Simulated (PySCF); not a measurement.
Sn(30+): ionisation energy

Sn(30+) [Ar] 3d2 (3F) → Sn(31+) [Ar] 3d1 (2D), as a difference of total energies. All numbers are calculated (PySCF 2.14, scalar relativity by spin-free X2C-1e, in an uncontracted even-tempered set (18 s from 4.4 bohr⁻², ratio 2.5; 12 p from 5.7 bohr⁻², ratio 2.5; 8 d from 5.7 bohr⁻², ratio 2.5; 4 f from 20 bohr⁻², ratio 2.7; 3 g from 30 bohr⁻², ratio 2.7)). Correlated levels: outer shells: [Ne] frozen; virtual orbitals above 40 to 60 times the deepest correlated orbital energy dropped. The calculations carry no spin-orbit coupling.

| method | ionisation energy (eV) |
| --- | --- |
| UHF | 1758.6 |
| LDA | 1758.1 |
| PBE | 1758.6 |
| PBE0 | 1759.0 |
| r2SCAN | 1760.2 |
| PBEsol | 1758.1 |
| r2SCAN0 | 1760.2 |
| MP2 (outer shells) | 1758.4 |
| SCS-MP2 (outer shells) | 1758.3 |

A first-order spin-orbit estimate (lowest level to lowest level, LS coupling) adds 2.024 eV.

Breit and QED terms and the two-electron picture change are absent.

For comparison: 1763 ± 4 eV (theoretical estimate listed by NIST; NIST Atomic Spectra Database, ionization energies).
